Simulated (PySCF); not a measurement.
Computed shifts of a molecule C8H6N2O3S, PBE0/pcSseg-1 (PySCF), GIAO, gas phase, equivalent atoms averaged, in ppm (number of nuclei): ¹³C: 171.3 (1), 161.8 (1), 150.4 (1), 150.1 (1), 118.9 (1), 115.3 (1), 70.1 (1), 69.3 (1). ¹⁵N: 368.9 (1), 349.4 (1). ¹H: 8.61 (1), 7.08 (1), 4.59 (2), 4.49 (2). References: ¹³C against TMS (σ = 186.3 ppm); ¹⁵N against NH3 (σ = 267.4 ppm); ³³S against H2S (σ = 716.7 ppm); ¹⁷O against H2O (σ = 334.2 ppm); ¹H against TMS (σ = 31.56 ppm), references at their B3LYP-D3(BJ)/def2-TZVP geometries, non-relativistic. Coordinates come from a PBE-D3(BJ)/def2-SVP optimisation. The values are those of a single conformer.

Question: Which structure fits?
(A) C#Cc1ncc(C=O)nc1S(C)(=O)=O
(B) c1nnc(-c2scc3c2OCCO3)o1
(C) C#Cc1cnc(C=O)nc1S(C)(=O)=O
(D) O=S(=O)(c1ccccc1)c1nnco1

Answer: B, c1nnc(-c2scc3c2OCCO3)o1
